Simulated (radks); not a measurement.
Values are calculated unless marked as measured or tabulated.
Q: These are the eigenvalues of the occupied orbitals of an atom or ion with whole-number occupations (hartree). Code: a radial shooting solver on a logarithmic mesh with Libxc functionals. Model: non-relativistic Kohn-Sham, PBEsol, spin-polarised, spherical densities, point nucleus.

orbital  eigenvalue
1s up     -27.15145
1s down   -27.06438
2s up      -3.41704
2s down    -3.20932
2p up      -2.75432

Which element is it, and in what charge state? The configuration may be excited. Open shells, if any, are filled with parallel spins first.

A: Z = 9, fluorine, charge +3: F3+ in [He] 2s2 2p2. The list shows which subshells hold electrons but not how many an open one holds; the 1s level, -27.151 hartree, gives Z - s = 7.4 by -(Z - s)^2/2, which with screening narrows Z to a few neighbours, and the depths of the outer levels then fix element, charge and occupations together.
